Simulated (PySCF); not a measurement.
# TPSSh on Ag³⁺ (silver, charge +3)

Configuration: [Kr] 4d8, high-spin 3F determinant. Calculation: PySCF 2.14, in aug-cc-pVDZ-PP with ECP28MDF; scalar relativity through the core potential.

```json
{
 "Total energy": "-144.5210 hartree",
 "One-electron energy": "-235.5164 hartree",
 "Hartree (Coulomb) energy": "103.9357 hartree",
 "Exchange-correlation energy": "-12.9403 hartree",
 "⟨S²⟩": "2.0007",
 "⟨L²⟩": "12.010",
 "Sum of ⟨r⟩": "18.00 bohr",
 "Sum of ⟨r²⟩": "23.41 bohr²"
}
```

```tsv
shell	electrons	mean orbital energy (eV)	spread (eV)	rms radius, mean of both spins (bohr)
4s α	1	-140.09	0	0.972
4s β	1	-137.90	0	0.972
4p α	3	-101.67	0	1.06
4p β	3	-99.301	0	1.06
4d α	5	-45.225	1.173	1.36
4d β	3	-43.861	0	1.36
```

Energies and moments cover only the electrons outside the core potential.
